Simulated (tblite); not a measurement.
Species: C₂H₈NOSi (doublet state).
Bonds: C1–N2, N2–C3, N2–Si4, Si4–O5. Hydrogens: H6, H7, H8 on C1; H9, H10, H11 on C3; H12, H13 on Si4.

The geometry is computed with GFN2-xTB (gas phase). This method treats the open shell by occupation alone, without spin polarisation.

Problem. What internal coordinates does the optimisation give?

Solution. 
| bond | length (Å) |
| --- | --- |
| C1–N2, N2–C3 | 1.417 |
| N2–Si4 | 1.786 |
| Si4–O5 | 1.518 |
| C1–H6 and 3 like bonds | 1.097 |
| C1–H8, C3–H9 | 1.087 |
| Si4–H12, Si4–H13 | 1.483 |

Bonds in one row agree within 0.01 Å and their mean is given. A selection of angles:
| angle | degrees |
| --- | --- |
| N2–C1–H6 | 110.9 |
| N2–C1–H8 | 109.8 |
| H6–C1–H7 | 107.0 |
| H6–C1–H8 | 109.1 |
| C1–N2–C3 | 115.9 |
| C1–N2–Si4 | 124.6 |
| C3–N2–Si4 | 119.4 |
| N2–Si4–O5 | 114.8 |
| N2–Si4–H12 | 96.5 |
| O5–Si4–H12 | 120.5 |
| O5–Si4–H13 | 121.0 |
| H12–Si4–H13 | 103.0 |

Torsions: C1–N2–Si4–O5 179° (antiperiplanar). The mirror-image conformer, all signs reversed, is as good.

Of the pairs four or more bonds apart, O5···H9 is among the closest relative to their van der Waals radii: 2.50 Å, 92 % of the sum of Bondi's values. Si4 (silicon bonded to N, O and 2 H) has angles from 95.9° to 121.0°. The 5 heavy atoms lie in one plane (0.007 Å rms). N2 (nitrogen bonded to 2 C and Si) is planar (angles 124.6°, 119.4° and 115.9°, sum 360.0°, 0.01 Å off the plane of its three neighbours).

Point group: near Cs, missed by 0.30 Å at most; the miss may be what the optimiser left on a soft mode. Its GFN2-xTB frequencies are all real (lowest 65 cm⁻¹).

The run took 0.31 s wall on one thread of an Arm Neoverse V2 (shared host). These figures are those of the optimisation.
